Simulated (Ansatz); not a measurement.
Calculated with Ansatz (gas phase, PBE0-D4/def2-TZVP geometries, no zero-point term in ΔE). CCSD(T)/CBS adds triple-zeta CCSD(T) − MP2 to the extrapolated MP2 energy (def2 sets, frozen cores). This one scheme is used for every species. DFT in def2-TZVPP. B3LYP here is the variant with VWN-RPA as its local correlation; programs differ in this. HSE06 is defined as in plane-wave codes. For Ge, Se outer-core shells are correlated without core-valence functions, which leaves a few kJ/mol of doubt a bond. Scalar relativity is left out up to krypton. One conformer a species, not always the lowest.

Reaction (ligand exchange at a Ge–Se bond): `C[Se][GeH2][Cl]` + H₂S → `[SH][GeH2][Cl]` + `C[SeH]`

```tsv
level	ΔE (kJ/mol)	difference from CCSD(T)/CBS
LDA (SPW92)	14.7	-3.3
PBE-D4	16.0	-2.0
revPBE-D4	16.3	-1.7
BLYP-D4	17.5	-0.5
r2SCAN-D4	14.9	-3.1
B97M-V	10.2	-7.8
PBE0-D4	15.7	-2.3
B3LYP-D4	17.0	-1.0
r2SCANh-D4	15.0	-3.0
r2SCAN0-D4	15.2	-2.8
HSE06-D4	15.8	-2.2
BHLYP-D4	17.3	-0.7
ωB97X-V	13.8	-4.2
B2PLYP	13.6	-4.4
PBE-QIDH	14.7	-3.3
revPBE	10.8	-7.2
BLYP	11.0	-7.0
r2SCAN	13.8	-4.2
PBE0	12.5	-5.5
B3LYP	11.4	-6.6
r2SCANh	13.8	-4.2
r2SCAN0	13.9	-4.1
BHLYP	11.5	-6.5
CAM-B3LYP	10.9	-7.1
LC-ωPBE	10.7	-7.3
RPA@PBE/def2-TZVPP	14.8	-3.2
MP2/def2-SVP	16.0	-2.0
CCSD/def2-SVP	13.1	-4.9
CCSD(T)/def2-SVP	13.9	-4.1
HF/def2-TZVPP	9.7	-8.3
MP2/def2-TZVPP	18.0	0.0
SCS-MP2/def2-TZVPP	15.7	-2.3
CCSD/def2-TZVPP	14.9	-3.1
CCSD(T)/def2-TZVPP	15.8	-2.2
HF/def2-QZVPP	9.0	-9.0
MP2/def2-QZVPP	19.0	1.0
SCS-MP2/def2-QZVPP	16.2	-1.8
HF/CBS(def2)	9.0	-9.0
MP2/CBS(def2)	20.2	2.2
CCSD/CBS(def2)	17.1	-0.9
CCSD(T)/CBS	18.0	0
```

Largest T1 diagnostic among the species: 0.010.

At CCSD(T), def2-SVP lies −4.1 kJ/mol from the extrapolated value and def2-TZVPP −2.2 kJ/mol. The D4 term adds +5.6 kJ/mol with B3LYP and +3.3 kJ/mol with PBE0; it sums over pairs of atoms, weighted by their polarisabilities, and B3LYP, whose exchange is more repulsive, gets the larger term.

CCSD(T)/CBS has its own doubt, a few kJ/mol and more with outer-core shells, so smaller differences from it don't rank the levels.
